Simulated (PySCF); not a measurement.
Electronic structure of Fe+ (iron, charge +1) at the MN15 level

Configuration: [Ar] 3d6 4s1, high-spin 6D determinant. Calculation: PySCF 2.14, in pcseg-2; the non-relativistic Hamiltonian (point nucleus).

* Total energy: -1263.563 hartree
* One-electron energy: -1736.252 hartree
* Hartree (Coulomb) energy: 528.254 hartree
* Exchange-correlation energy: -55.566 hartree
* Kinetic energy: 1261.62426 hartree
* ⟨S²⟩: 8.7517
* ⟨L²⟩: 6.006
* Sum of ⟨r⟩: 18.20 bohr
* Sum of ⟨r²⟩: 25.54 bohr²
* Traceless quadrupole moment −½Σ⟨3z² − r²⟩ along its main axis: 0.403 e·bohr²
* Density at the nucleus (Gaussians lack the cusp): 11800 bohr⁻³
* Spin density at the nucleus: 4.92 bohr⁻³
* Langevin diamagnetic susceptibility: -20.2 ×10⁻⁶ cm³/mol
* Time after the integrals: 3.5 s of wall time on 1 thread of Neoverse-N1 (shared host)

| shell | electrons | mean orbital energy (eV) | spread (eV) | rms radius, mean of both spins (bohr) |
| --- | --- | --- | --- | --- |
| 1s β | 1 | -6923.2 | 0 | 0.0686 |
| 1s α | 1 | -6923.2 | 0 | 0.0686 |
| 2s α | 1 | -807.19 | 0 | 0.296 |
| 2s β | 1 | -806.59 | 0 | 0.296 |
| 2p α | 3 | -709.16 | 0.896 | 0.262 |
| 2p β | 3 | -708.25 | 0.631 | 0.262 |
| 3s α | 1 | -102.93 | 0 | 0.894 |
| 3s β | 1 | -100.52 | 0 | 0.894 |
| 3p α | 3 | -73.436 | 1.510 | 0.938 |
| 3p β | 3 | -69.897 | 0.837 | 0.938 |
| 3d α | 5 | -21.017 | 1.643 | 1.24 |
| 3d β | 1 | -17.241 | 0 | 1.24 |
| 4s α | 1 | -13.885 | 0 | 2.97 |
